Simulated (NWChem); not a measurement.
Molecule: CH5ClSSi; SMILES CS[SiH2]Cl

```xyz
9

Si     0.8962    -0.4592    -0.2409
Cl    -0.3124    -2.0742     0.2990
S      0.2376     1.4099     0.5420
C     -1.3406     1.6530    -0.3869
H      2.2459    -0.6821     0.3216
H      0.8985    -0.4431    -1.7234
H     -1.1695     1.6355    -1.4659
H     -1.7162     2.6375    -0.1009
H     -2.0755     0.8948    -0.1092
```
Atoms are numbered in this order, from 1.

Level: B3LYP/6-31G* (spherical d) (NWChem), optimised geometry, unscaled harmonic frequencies. B3LYP is NWChem's, with the RPA form of VWN correlation.

```tsv
frequency (cm⁻¹)	IR intensity (km/mol)
65	3.0
125	0.6
157	2.7
220	2.5
478	30.0
547	92.7
569	41.6
691	14.2
738	2.3
871	303.0
932	115.9
995	6.6
1011	1.7
1392	7.4
1506	8.3
1512	9.7
2267	110.0
2300	114.1
3078	18.2
3167	5.4
3174	2.5
```

- zero-point energy = 36.9 kcal/mol
- thermal correction to the enthalpy at 298.15 K (with zero-point energy) = 41.5 kcal/mol
- heat capacity Cv = 20.7 cal/(mol K)
- entropy at 298.15 K and 1 atm (symmetry number 1) = 82.1 cal/(mol K)
- dipole moment = 1.90 D

Rigid rotor and harmonic oscillator; modes under 100 cm⁻¹ make the entropy uncertain.
